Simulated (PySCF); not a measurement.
Coordinates in bohr (charge 0 multiplicity 4):
```
Tc    0.0000    0.0000    0.0294
O     0.0000    0.0000    3.2358
O     3.1593    0.0872   -1.6070
O    -3.1593   -0.0872   -1.6070
H     4.3282   -1.3231   -1.5904
H    -4.3282    1.3231   -1.5904
```

Level of theory: PySCF, UB3LYP, basis Tc def2-SVP with ECP28, O def2-SVP, H def2-SVP (scalar-relativistic core potentials, no spin–orbit coupling, density fitting).

This geometry of TcO(OH)₂ is a stationary point at this level.

Q: What is the point group?

A: C2.

Q: Is it a minimum?

A: Yes: all harmonic wavenumbers are real.

Q: List the harmonic modes with their infrared intensities.

A: 
```json
{"symmetry": "b", "ω (cm⁻¹)": "137", "IR (km/mol)": "11.4"}
{"symmetry": "a", "ω (cm⁻¹)": "180", "IR (km/mol)": "0.2"}
{"symmetry": "b", "ω (cm⁻¹)": "222", "IR (km/mol)": "15.1"}
{"symmetry": "a", "ω (cm⁻¹)": "276", "IR (km/mol)": "194"}
{"symmetry": "b", "ω (cm⁻¹)": "284", "IR (km/mol)": "68.7"}
{"symmetry": "b", "ω (cm⁻¹)": "649", "IR (km/mol)": "292"}
{"symmetry": "a", "ω (cm⁻¹)": "654", "IR (km/mol)": "59.0"}
{"symmetry": "a", "ω (cm⁻¹)": "682", "IR (km/mol)": "40.7"}
{"symmetry": "b", "ω (cm⁻¹)": "727", "IR (km/mol)": "89.3"}
{"symmetry": "a", "ω (cm⁻¹)": "989", "IR (km/mol)": "131"}
{"symmetry": "a", "ω (cm⁻¹)": "3794", "IR (km/mol)": "9.9"}
{"symmetry": "b", "ω (cm⁻¹)": "3797", "IR (km/mol)": "280"}
```

Q: Give the ideal-gas entropy at 298.15 K and 1 bar by parts.

A: translation 171.3, rotation 101.1, vibration 48.7, spin 11.5; total 332.6 J/(mol K).

In C2 the vibrations span 6b + 6a.

This need not be the most stable arrangement of these atoms. Open d and f shells are described by one determinant, and the ground state may have another occupation or spin. At this level a doublet minimum of C2 symmetry lies 22 kJ/mol below this structure.
